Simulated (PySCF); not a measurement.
C₃H₅BF₂, SMILES C=C(F)B(C)F. Atoms are numbered in the order given.

```xyz
11

C      1.9131     0.4473     0.1129
C      0.6940     0.2195    -0.3846
F      0.4789     0.3644    -1.7042
B     -0.5550    -0.2179     0.4577
C     -1.9687    -0.4381    -0.1574
F     -0.3559    -0.3650     1.7675
H      2.7484     0.7492    -0.5245
H      2.0790     0.3286     1.1847
H     -2.6010    -1.0996     0.4516
H     -2.4700     0.5469    -0.2021
H     -1.9182    -0.8023    -1.1935
```
Charge 0, spin multiplicity 1.

Geometry optimised at PBE0-D3(BJ)/def2-SVP. The structure was generated by enumeration, and PubChem lists no compound with its InChIKey, so it may never have been made. Other conformers were not sampled.

The numbers are results of KT2/pcSseg-1 run with PySCF, not measurements.

GIAO shieldings, no solvent; atoms listed in one row are averaged. δ = σ(ref) − σ: ¹³C against TMS (σ = 185.1 ppm); ¹⁹F against CFCl3 (σ = 127.1 ppm); ¹¹B against BF3 (σ = 89.8 ppm); ¹H against TMS (σ = 31.47 ppm), references at their B3LYP-D3(BJ)/def2-TZVP geometries, non-relativistic.

Computed chemical shifts:
```csv
nucleus,atoms,count,δ (ppm)
¹³C,C2,1,170.7
¹³C,C1,1,108.3
¹³C,C5,1,4.0
¹⁹F,F6,1,-71.0
¹⁹F,F3,1,-137.7
¹¹B,B4,1,35.1
¹H,H8,1,5.76
¹H,H7,1,5.64
¹H,"H9, H10, H11",3,0.97
```
